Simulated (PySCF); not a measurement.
Gas-phase reaction: 6 H + 3 InCl = InCl₃ + 2 InH₃

Computed with PySCF and rigid-rotor harmonic-oscillator thermochemistry at 1 bar. † marks an energy on the PBE0/def2-TZVP geometry and frequencies; other levels use their own. MP2 and CCSD(T) freeze the core. Open shells (unrestricted): H (multiplicity 2); the rest are closed-shell singlets. In: scalar-relativistic def2 core potential, no spin-orbit coupling. InH₃: computed as isolated molecules; such fragments, hydroxides, amides, oligomers or adducts are transient or little studied in the gas. MP2 isn't extrapolated to the basis-set limit; its ΔH°(298 K) is -980.1 kJ in def2-SVP and -955.2 kJ in def2-TZVPP. CCSD(T) isn't extrapolated to the basis-set limit; its ΔH°(298 K) is -1021.8 kJ in def2-SVP and -1054.9 kJ in def2-TZVPP. The harmonic model lacks anharmonicity and excited electronic states, which grow with temperature; levels with a mode under 35 cm⁻¹ are left out. Soft modes under 120 cm⁻¹ make the harmonic entropy rough for InCl₃.

```tsv
level	ΔE electronic, kJ	ΔH°(298 K), kJ	ΔS°(298 K), J/K	ΔG°(1200 K), kJ
BLYP/def2-TZVP†	-1000	-936	-634	-142
CCSD(T)/def2-TZVPP†	-1119	-1055	-634	-262
M06-2X/def2-TZVP†	-1080	-1015	-634	-222
MP2/def2-SVP†	-1045	-980	-634	-187
MP2/def2-TZVPP†	-1020	-955	-634	-162
PBE/def2-SVP	-1012	-952	-631	-164
PBE/def2-TZVP†	-1024	-960	-634	-166
PBE0/def2-QZVP†	-1068	-1004	-634	-210
r2SCAN/def2-TZVP†	-1104	-1040	-634	-247
LDA/def2-TZVP†	-1239	-1174	-634	-381
ωB97M-V/def2-TZVP†	-1138	-1073	-634	-280
```
ΔH° is lowest at LDA/def2-TZVP† and highest at BLYP/def2-TZVP†. No reference value is set beside these.
